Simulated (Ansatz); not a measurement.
```yaml
crystal:
  periodic: [false, false, false]
  atoms:
    - {symbol: Li, position_ang: [-0.567290, -0.355948, 1.446904]}
    - {symbol: Li, position_ang: [-1.268363, 0.276549, -1.342719]}
    - {symbol: Li, position_ang: [1.722416, 0.236045, -0.295679]}
    - {symbol: N, position_ang: [0.234950, 0.075646, -0.147311]}
basis:
  gaussian: {orbitals: 6-31G}
hamiltonian: {xc: {name: BLYP}, dispersion: d3bj}
scf: {omitted_lower_state_checks: [starts]}
```

```sh
$ ansatz run in.yaml --threads 4 --pin off --events-out ev --progress --plain --max-ram 3916MiB
```

It prints (some lines left out):

```
Functional definition: BLYP
510 factors; integrals over basis functions are off by at most 8.0e-5 eV
mean field evaluation 1: about -2070.6148 eV, gradient 1.1e2 eV
mean field evaluation 2: about -1833.7050 eV, gradient 7.2e1 eV
mean field evaluation 4: about -2004.1936 eV, gradient 1.8e2 eV
mean field evaluation 8: about -2101.7181 eV, gradient 7.8e-1 eV
mean field evaluation 16: about -2101.7153 eV, gradient 2.0e-5 eV
mean field -2101.71529240 eV, -77.2366124021 hartree, gradient 2.0e-5 eV, S^2 0.000000; 0 other end points of the search recorded, 0 dependent functions left out
reference -2101.71556815 eV, -77.2366225357 hartree; 8, 8 occupied and 28, 28 virtual orbitals, 510 factors
Total energy: -2101.89083449 eV, -77.2430634548 hartree
Checks for a lower state left out: starts
```

It took 0.4 s on 4 threads of Arm Neoverse V1 on a shared host.
